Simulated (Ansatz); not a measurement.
GaP (SMILES [P]=[Ga]), triplet, geometry from GFN2-xTB (such geometries of metal compounds can be far from the true shape); R2SCAN/def2-SVP (Ansatz, a program for electronic structure).

Input for Ansatz:
Ansatz 0.2 input:
```yaml
crystal:
  periodic: [false, false, false]
  atoms:
    - {symbol: Ga, position_ang: [-0.00000000, -0.00000000, -0.74669457]}
    - {symbol: P, position_ang: [0.00000000, 0.00000000, 1.54316877]}
basis:
  gaussian:
    orbitals: def2-SVP
    point_charges:
      - {charge: -1.0, position_ang: [-2.2029, -1.4113, -2.8167]}
hamiltonian:
  xc: r2scan
magnetization: {spin_polarized: true, initial_magnetization: 2}
```

It wrote (shortened):

```
Functional definition: r2SCAN
562 factors; their error is unknown
mean field evaluation 1: about -61651.9002 eV, gradient 2.1e1 eV
mean field evaluation 2: about -61619.2566 eV, gradient 6.1e1 eV
mean field evaluation 4: about -61654.5171 eV, gradient 6.4e0 eV
mean field evaluation 8: about -61654.8986 eV, gradient 9.5e-2 eV
mean field evaluation 16: about -61654.8988 eV, gradient 2.9e-3 eV
mean field evaluation 32: about -61654.8988 eV, gradient 3.0e-5 eV
mean field evaluation 64: about -61654.5999 eV, gradient 1.3e0 eV
mean field -61654.89882756 eV, -2265.7757407214 hartree, gradient 9.4e-6 eV, S^2 2.017884; 6 other end points of the search recorded, 0 dependent functions left out
reference -61654.89883813 eV, -2265.7757411097 hartree; 24, 22 occupied and 26, 28 virtual orbitals, 562 factors
Total energy: -61654.89883813 eV, -2265.7757411097 hartree
```
